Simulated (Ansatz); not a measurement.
Z-matrix (Å, degrees):
```
B
N 1 1.639
Si 1 1.952 2 61.8
H 1 1.200 2 111.8 3 -111.6
H 1 1.200 2 111.8 3 111.5
H 2 1.010 1 116.6 3 -113.5
H 2 1.010 1 116.5 3 113.4
C 3 1.872 1 124.3 2 85.1
C 3 1.872 1 124.4 2 -85.1
H 8 1.093 3 112.3 1 -123.8
H 8 1.092 3 110.7 1 -1.8
H 8 1.094 3 109.9 1 116.4
H 9 1.094 3 109.9 1 -116.4
H 9 1.093 3 112.3 1 123.8
H 9 1.092 3 110.7 1 1.8
```

The species carries charge 0 and has multiplicity 1. The bonds changed during the relaxation, so this is another structure than the one it started from.

Problem. List the ωB97M-V/def2-TZVPP orbital energies in eV (Ansatz 0.2.0). (Estimate.)

Solution. Ansatz gave: Occupied: -1806.44, -395.30, -280.96, -280.96, -186.34, -147.51, -101.72, -101.60, -101.54, -27.66, -22.59, -21.92, -18.22, -17.16, -15.20, -14.20, -14.07, -13.62, -13.55, -13.21, -11.24, -11.17, -10.66, -8.27. Lowest empty: 1.87, 2.10, 3.09, 3.31, 3.32, 3.86, 4.15, 4.17.
